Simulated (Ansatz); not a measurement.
Gas-phase electronic energies from Ansatz, PBE0-D4/def2-TZVP geometries. CBS: MP2 limit from def2 TZ/QZ plus the TZ coupled-cluster correction, frozen cores. This one scheme is used for every species. DFT in def2-TZVPP. For Ti outer-core shells are correlated without core-valence functions, which leaves a few kJ/mol of doubt a bond. Scalar relativity is left out up to krypton. One conformer a species, not always the lowest.

Reaction (substitution at a C–C bond): `CCC(F)(F)F` + `[OH][Ti]([F])([F])[F]` → `FC(F)(F)C[O][Ti]([F])([F])[F]` + CH₄

`CCC(F)(F)F`:

Z-matrix (Å, degrees):
```
C
C 1 1.518
H 1 1.091 2 110.1
H 1 1.091 2 111.2 3 -119.7
H 1 1.091 2 111.2 3 119.7
C 2 1.504 1 113.0 3 179.9
H 2 1.093 1 111.3 3 59.9
H 2 1.092 1 111.4 3 -60.0
F 6 1.341 2 111.4 1 179.9
F 6 1.342 2 112.1 1 -60.3
F 6 1.342 2 112.1 1 60.0
```

`[OH][Ti]([F])([F])[F]`:

Cartesian coordinates in Å:
```
O 0.179 1.134 0.700
Ti -0.126 -0.399 -0.114
F -1.072 -1.427 0.938
F -0.987 -0.115 -1.611
F 1.393 -1.174 -0.508
H 0.612 1.981 0.596
```

`FC(F)(F)C[O][Ti]([F])([F])[F]`:

Z-matrix (Å, degrees):
```
C
F 1 1.333
F 1 1.335 2 108.2
F 1 1.336 2 107.6 3 -116.7
C 1 1.517 2 111.8 3 120.9
O 5 1.382 1 110.8 2 62.0
H 5 1.094 1 107.9 2 -176.6
H 5 1.094 1 108.0 2 -58.8
Ti 6 1.759 5 158.6 1 40.7
F 9 1.751 6 108.9 5 -179.9
F 9 1.747 6 110.2 5 -59.2
F 9 1.750 6 109.1 5 60.6
```

CH₄:

Cartesian coordinates in Å:
```
C 0.000 0.000 0.000
H -0.664 0.799 -0.329
H -0.185 -0.216 1.052
H 1.036 0.311 -0.130
H -0.188 -0.895 -0.593
```

(1) Is it downhill or uphill in electronic energy at CCSD(T)/CBS, and by how much? (Best estimate.)

(2) What do these levels give: r2SCAN-D4, r2SCAN0-D4, PBE-QIDH, revPBE, r2SCAN, r2SCANh, r2SCAN0, HF/def2-SVP, MP2/def2-SVP, CCSD(T)/def2-SVP, HF/def2-TZVPP, CCSD/CBS(def2)? (An estimate is asked.)

Largest T1 diagnostic among the species: 0.023, so the coupled-cluster value is less sure than usual.

Results:

(1) Computed: Uphill: ΔE = +10.9 kcal/mol.

(2) The calculation gave: r2SCAN-D4 9.4, r2SCAN0-D4 10.4, PBE-QIDH 11.2, revPBE 9.7, r2SCAN 9.7, r2SCANh 10.2, r2SCAN0 10.8, HF/def2-SVP 6.7, MP2/def2-SVP 7.9, CCSD(T)/def2-SVP 6.5, HF/def2-TZVPP 9.6, CCSD/CBS(def2) 11.4 kcal/mol.

At CCSD(T), def2-SVP lies −4.4 kcal/mol from the extrapolated value and def2-TZVPP −0.9 kcal/mol. From BLYP to BHLYP (50 % exact exchange), in def2-TZVPP and without D4, ΔE moves by +1.6 kcal/mol.
